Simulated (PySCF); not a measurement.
**Computed properties of Ge(F)(Me) (CH3FGe), SMILES [F][Ge][CH3]**

Ge(F)(Me) (CH3FGe), SMILES [Ge]([CH3])[F] (connectivity only; charge and spin as stated), neutral, multiplicity 1. Coordinates come from a B3LYP-D3(BJ)/def2-TZVP optimisation. The values are those of a single conformer. All values are computed for the isolated molecule unless a solvent is named; none is compared with measurement here.

**Structure.** The optimised structure has Cs symmetry. All 12 harmonic modes at B3LYP-D3(BJ)/def2-TZVP (PySCF) are real, so it is a minimum. With heavy atoms numbered as in [Ge:1]([F:2])[CH3:3], the shortest bond between them is Ge1–F2 at 1.780 Å and the longest Ge1–C3 at 1.998 Å.

**Vibrations.** The strongest infrared lines (harmonic, unscaled, degenerate partners summed) lie at 632 cm⁻¹ (96 km/mol, F 79 %, Ge 19 %), 537 cm⁻¹ (59 km/mol, C 63 %, Ge 18 %, H 18 %), 1225 cm⁻¹ (19 km/mol, H 81 %, C 19 %). The softest mode is at 76 cm⁻¹ and the zero-point energy is 23.0 kcal/mol.

**Electronic structure.** M06-2X/def2-TZVPD (PySCF) places the frontier levels at -7.96 and -1.61 eV, a gap of 6.35 eV, and gives a dipole moment of 2.24 D and a mean polarisability of 46.6 bohr³.

**Excitations.** TDA-CAM-B3LYP/def2-SVPD (PySCF) has S1 at 3.23 eV (384 nm, f = 0.033, weak); the most intense of the 10 singlets computed lies at 7.30 eV (f = 0.48). T1 (TDA) is at 2.05 eV, 1.18 eV under S1. No vertical singlet excitation falls in the visible range (under 3.1 eV).

**NMR.** GIAO shifts at PBE0/pcSseg-2 (PySCF) (non-relativistic, atoms alike by connectivity averaged): ¹³C at 44.1 ppm against TMS; ¹H at 1.0 ppm against TMS; ¹⁹F at 91.0 ppm against CFCl3.
